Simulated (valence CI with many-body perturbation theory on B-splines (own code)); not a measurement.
# Tl LXVIII: key properties

Method: relativistic CI+MBPT: four valence electrons over a frozen Dirac-Fock core [Ne], radial functions for each j: 9 s, 9 p, 8 d, 6 f, 3 g, 1 h, with the one-electron correlation potential Σ1, the two-electron term Σ2, the three-electron term Σ3, Breit, model QED; selected CI, second order for the rest, scaled by the run's own slope (own B-spline code, finite nucleus).

The last digits are not significant, and no measured levels were compared; by estimate large intervals hold to a few tenths of a per cent, small ones and those within an open d or f shell to about a per cent.

Levels are named by their leading jj configuration (3d3/2^4 stands for four electrons in 3d with j = 3/2), which in mixed levels can hold well under half, so a name can repeat and another be missing.

Rates and lifetimes use the calculated energies. Strong lines usually hold to 10 to 20 %, long lifetimes can be off by a factor of two.

Problem. What is the ground level?

Solution. (3s^2 3p1/2^2) J=0, composition 68 % 3s²3p² ³P + 32 % 3s²3p² ¹S.

Problem. How well does LS coupling describe the low levels?

Solution. Among the lowest 20 levels the leading LS term, summed over configurations, holds 58 % on average. For single configurations the figures are 55 % in LS and 93 % in jj coupling. Terms mix most in the J = 2 level at 1147.1 eV, where the leading one holds 26 %.

Problem. Where does the other parity begin?

Solution. At (3s 3p1/2^2 3p3/2) J=2, 739.0 eV.

Problem. What is the ionisation energy?

Solution. 8261.3 eV; NIST lists 8260 ± 40 eV (theoretical).

Problem. Name the longest-lived excited levels whose lifetime is computed, and their main decay.

Solution. (3s^2 3p1/2 3p3/2) J=2 at 553.0 eV lives 38.5 ns, mostly by E2 to (3s^2 3p1/2^2) J=0; (3s^2 3p1/2 3p3/2) J=1 at 542.8 eV lives 1.01 ns, mostly by M1 to (3s^2 3p1/2^2) J=0.
